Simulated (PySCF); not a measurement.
C2Ni, SMILES [C]1[C][Ni]1 (connectivity only; charge and spin as stated), neutral, multiplicity 3. Atoms are numbered in the order given.

```xyz
3

Ni     0.0000     0.0000    -0.5233
C      0.0000     0.6472     1.2211
C      0.0000    -0.6472     1.2211
```
Charge 0, spin multiplicity 3.

The structure is a stationary point at PBE0-D3(BJ)/def2-TZVP. The multiplicity is an assumed one; other spin states were not compared.

Computed with TDA-PBE0/def2-TZVPD in PySCF 2.14.0.

Vertical excitations. 

Problem. Estimate the UV-visible absorptions. (Estimate from the structure and the level; the computed values follow.)

Solution. 
```csv
state,energy (eV),λ (nm),f,main pairs
root 1,0.44,2840,0.000,"β HOMO−2→LUMO+1 53 %, β HOMO→LUMO+1 32 %, β HOMO−5→LUMO+1 13 %"
root 2,0.68,1828,0.000,β HOMO−4→LUMO+1 97 %
root 3,0.72,1711,0.000,β HOMO−1→LUMO+1 80 %
root 4,1.24,1002,0.001,"β HOMO→LUMO+1 66 %, β HOMO−2→LUMO+1 21 %, β HOMO−5→LUMO+1 12 %"
root 5,1.31,945,0.006,β HOMO−1→LUMO 92 %
root 6,1.70,729,0.003,"β HOMO−2→LUMO 57 %, β HOMO→LUMO 33 %"
root 7,1.87,663,0.000,β HOMO−4→LUMO 90 %
root 8,2.04,608,0.002,"β HOMO→LUMO 43 %, β HOMO−2→LUMO 37 %, β HOMO−3→LUMO+1 16 %"
root 9,2.20,563,0.002,β HOMO−3→LUMO 99 %
root 10,2.92,425,0.001,β HOMO→LUMO+2 92 %
```
Unrestricted roots are not spin-pure.
